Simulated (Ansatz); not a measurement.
Process, species as SMILES: BOC → BO[CH2] + H atom (the C-H bond at the site shown breaks; other sites are not compared here)
Each molecule is optimised on its own at B3LYP-D3(BJ)/def2-TZVP (Ansatz, a program for electronic structure), one conformer each, not searched for the lowest.

Wanted: bond dissociation energy (electronic energy difference), in kcal/mol. Correlated levels leave the core frozen unless marked. UHF or UKS for open shells. Spin-orbit coupling is left out. Non-relativistic. CBS(X,Y): correlation extrapolated as X^-3; Hartree-Fock from the larger set. The bracket is a focal-point correction in the basis named.

Level to compare with: RI-MP2/CBS(aug-cc-pVTZ,aug-cc-pVQZ)+[CCSD(T)-MP2]/aug-cc-pVTZ (Ansatz), 106.7 kcal/mol. It is a level with limits of its own, and the differences hold the functionals' basis error too.

Q: Rank these functionals by how close they come to RI-MP2/CBS(aug-cc-pVTZ,aug-cc-pVQZ)+[CCSD(T)-MP2]/aug-cc-pVTZ, closest first: r2SCANh/def2-TZVPD (Ansatz); wB97M-V/def2-TZVPD (Ansatz); B3LYP/def2-TZVPD (Ansatz); HSE06/def2-TZVPD (Ansatz).

A: wB97M-V/def2-TZVPD (range-separated hybrid meta-GGA with VV10, 105.1 kcal/mol, difference -1.6), B3LYP/def2-TZVPD (global hybrid, 102.9 kcal/mol, difference -3.8), HSE06/def2-TZVPD (screened hybrid, 101.3 kcal/mol, difference -5.4), r2SCANh/def2-TZVPD (hybrid meta-GGA, 100.0 kcal/mol, difference -6.7)
